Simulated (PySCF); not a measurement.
## Excitation energy of Nb²⁺ by level of theory

Nb²⁺ [Kr] 4d3 (4F) → Nb²⁺ [Kr] 4d2 5s1 (4F), as a difference of total energies. Calculation: PySCF 2.14, in aug-cc-pwCVTZ-DK (11s10p8d4f3g, 136 functions); scalar relativity by spin-free X2C-1e. Correlated levels: valence: [Kr] frozen; valence and next inner shell: [Ar] 3d10 frozen. The calculations carry no spin-orbit coupling.

```csv
method,excitation energy (eV)
UHF,3.051
LDA,2.924
PBE,3.063
PBE0,3.211
r2SCAN,3.249
M06-L,4.034
B97-3,3.294
TPSS,3.209
MP2 (valence),3.131
SCS-MP2 (valence),3.078
MP2 (valence and next inner shell),3.062
SCS-MP2 (valence and next inner shell),3.073
```

A first-order spin-orbit estimate (lowest level to lowest level, LS coupling) adds -0.013 eV.
